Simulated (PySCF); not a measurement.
CH5ClFNSi, SMILES [Si@@H](CN)(F)Cl.

The structure is a stationary point at PBE0-D3(BJ)/def2-SVP. The structure was generated by enumeration; whether it is a known compound was not checked. The values are those of a single conformer.

Two levels are set side by side: TDDFT-PBE/def2-SVPD (PySCF) and TDDFT-B3LYP/def2-SVPD (PySCF). Vertical, same geometry. The lowest singlet is HOMO→LUMO 96 % with PBE and HOMO→LUMO 94 % with the other functional; states are paired by order. Differences are taken from unrounded values.

| quantity | TDDFT-B3LYP | TDDFT-PBE | TDDFT-PBE minus TDDFT-B3LYP |
|---|---|---|---|
| lowest singlet excitation (eV) | 5.69 | 5.21 | -0.48 |
| lowest triplet excitation (TDA) (eV) | 5.32 | 4.80 | -0.52 |
| first bright state (f over 0.05) (eV) | 7.91 | 7.52 | -0.39 |
| its oscillator strength | 0.05 | 0.06 | 0.01 |

A lower first singlet is the usual sign of a functional without exact exchange. Differences between two approximate levels are no errors against the true value.

Rough cost on one machine, each run with all the roots and properties that it gave: TDDFT-B3LYP against TDDFT-PBE about 4 times.
